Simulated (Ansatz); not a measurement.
Ansatz (an electronic-structure program) input file for C2H5Se2, SMILES [CH2][Se][Se]C, multiplicity 2, PBE/def2-SVPD. Coordinates come from a PBE0-D3(BJ)/def2-SVP optimisation. The isomer is the one that the SMILES or the coordinates give; other isomers of the formula were not compared. The values are those of a single conformer.

Ansatz 0.2 input:
```yaml
crystal:
  periodic: [false, false, false]
  atoms:
    - {symbol: C, position_ang: [2.12254330, -0.06922112, 0.81384306]}
    - {symbol: Se, position_ang: [0.98479184, -0.34705293, -0.61429114]}
    - {symbol: Se, position_ang: [-0.99421627, 0.63405017, 0.15425544]}
    - {symbol: C, position_ang: [-1.86642536, -0.95101513, 0.87934128]}
    - {symbol: H, position_ang: [3.19143944, 0.01555208, 0.60504102]}
    - {symbol: H, position_ang: [1.73250786, 0.03636160, 1.82738352]}
    - {symbol: H, position_ang: [-2.85864396, -0.62332812, 1.22346153]}
    - {symbol: H, position_ang: [-1.98396633, -1.71294881, 0.09882453]}
    - {symbol: H, position_ang: [-1.29761410, -1.35212519, 1.72739676]}
basis:
  gaussian:
    orbitals: def2-SVPD
hamiltonian:
  xc: {name: PBE}
magnetization: {spin_polarized: true, initial_magnetization: 1}
```

Output:

```
WARN ansatz: RAYON_NUM_THREADS=1 ignored (pool sized by the plan → 1); use --threads N
Functional definition: PBE
integrals: 0.12 GiB planned
1560 factors; their error is unknown
mean field: 0.83 GiB planned
mean field evaluation 1: about -132798.5203 eV, gradient 5.5e1 eV
mean field evaluation 2: about -132731.5182 eV, gradient 1.0e2 eV
mean field evaluation 4: about -132810.7695 eV, gradient 2.1e1 eV
mean field evaluation 8: about -132813.7783 eV, gradient 5.2e-1 eV
mean field evaluation 16: about -132813.7390 eV, gradient 1.1e-3 eV
mean field -132813.73897874 eV, -4880.8148830832 hartree, gradient 2.6e-5 eV, S^2 0.755396; 0 other end points of the search recorded, 0 dependent functions left out
reference -132813.73904481 eV, -4880.8148855110 hartree; 43, 42 occupied and 119, 120 virtual orbitals, 1560 factors
Total energy: -132813.73904481 eV, -4880.8148855110 hartree
```

Self-consistency was reached.
